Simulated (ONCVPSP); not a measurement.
# What the settings do to the ONCV potential of gadolinium (Gd)

Base potential:

```json
{"Element": "Gd", "Generator": "ONCVPSP 4.0.1", "Type": "optimised norm-conserving Vanderbilt (ONCV)", "Functional": "PBEsol", "Relativity": "scalar-relativistic", "Frozen core": "[Kr] 4d10", "Valence charge": "18", "Reference configuration": "4f7 5s2 5p6 5d1 6s2", "Partial waves": "5s+6s: rc 1.95 bohr, ncon 3, nbas 6, qcut 5 1/bohr, 2 projectors; 5p: rc 1.70 bohr, ncon 4, nbas 8, qcut 4.4 1/bohr, 2 projectors, debl 3.3 Ha; 5d: rc 2.15 bohr, ncon 3, nbas 8, qcut 3.9 1/bohr, 2 projectors, debl 3.3 Ha; 4f: rc 1.45 bohr, ncon 4, nbas 9, qcut 11.1 1/bohr, 2 projectors, debl 2.3 Ha", "Local potential": "polynomial inside 1.20 bohr (lpopt 5, dvloc0 4 Ha)", "Core correction": "Teter function, fcfact 5.5, rcfact 1"}
```

Cutoffs, loose and tight: the cutoffs (Ha) at which the residual kinetic energy of the hardest occupied pseudo-wave falls to 1 and 0.1 mHa per electron. They do not see the model core or the augmentation charge, which bear on the density cutoff. Test errors are all-electron minus pseudo excitation energies from the reference, over the configurations 4f7 5s2 5p6 5d1 6s1; 4f7 5s2 5p6 5d1 6s0; 4f7 5s2 5p6 5d0 6s0; 4f7 5s2 5p6 5d1 6s1 6p1. A dash means not determined; rows that change the core or the reference have their own tests. The largest error is taken over the tests solved by every variant that gives reliable tests at all: 4f7 5s2 5p6 5d1 6s0; 4f7 5s2 5p6 5d1 6s1; 4f7 5s2 5p6 5d1 6s1 6p1.

A true bound ghost makes a file unfit for plane-wave use even where its test errors are small: the radial tests pick states by their node count and pass the ghost by.

```csv
change,outcome,"cutoff, loose","cutoff, tight",bound ghosts,GHOST(+) flags above zero,largest test error (meV)
base,generated,56 Ha,70 Ha,none,s,-7.3
"all radii but the core radius scaled by about 0.76 (s 1.48, p 1.30, d 1.64, f 1.10 bohr); local potential polynomial inside 0.92 bohr (lpopt 5, dvloc0 4 Ha)",generated,281 Ha,360 Ha,s,"p, d",-5.1
"all radii but the core radius scaled by about 0.86 (s 1.68, p 1.46, d 1.84, f 1.24 bohr); local potential polynomial inside 1.02 bohr (lpopt 5, dvloc0 4 Ha)",generated,147 Ha,232 Ha,s,p,4 of 4 tests not solved or not reliable
"all radii but the core radius scaled by about 0.91 (s 1.78, p 1.56, d 1.96, f 1.32 bohr); local potential polynomial inside 1.10 bohr (lpopt 5, dvloc0 4 Ha)",generated,68 Ha,189 Ha,none,"s, p",-6.7
"all radii but the core radius scaled by about 0.96 (s 1.88, p 1.64, d 2.06, f 1.40 bohr); local potential polynomial inside 1.16 bohr (lpopt 5, dvloc0 4 Ha)",generated,58 Ha,97 Ha,none,s,-7.0
"all radii but the core radius scaled by about 1.08 (s 2.10, p 1.84, d 2.32, f 1.56 bohr); local potential polynomial inside 1.30 bohr (lpopt 5, dvloc0 4 Ha)",generated,53 Ha,57 Ha,d,s,-7.9
"all radii but the core radius scaled by about 1.13 (s 2.20, p 1.92, d 2.42, f 1.64 bohr); local potential polynomial inside 1.36 bohr (lpopt 5, dvloc0 4 Ha)",generated,51 Ha,56 Ha,none,"s, d",-8.4
"all radii but the core radius scaled by about 1.21 (s 2.36, p 2.06, d 2.60, f 1.76 bohr); local potential polynomial inside 1.46 bohr (lpopt 5, dvloc0 4 Ha)",generated,47 Ha,52 Ha,none,none,-9.6
"all radii but the core radius scaled by about 1.27 (s 2.46, p 2.16, d 2.72, f 1.84 bohr); local potential polynomial inside 1.52 bohr (lpopt 5, dvloc0 4 Ha)",generated,46 Ha,51 Ha,none,none,-11
"all radii but the core radius scaled by about 1.34 (s 2.60, p 2.28, d 2.88, f 1.94 bohr); local potential polynomial inside 1.60 bohr (lpopt 5, dvloc0 4 Ha)",generated,43 Ha,48 Ha,none,none,+29
```

Reading the sweep of the scale of all radii but the core radius (base = 1) (base included, trends over the rows without a ghost): The loose cutoff falls from 68 Ha at 0.91 to 43 Ha at 1.34. A larger radius leaves more room for a smooth pseudo-wave, so fewer plane waves are needed; a smaller one forces it to follow the all-electron wave where it bends sharply. Bound ghosts are found at 0.76, 0.86, 1.08.
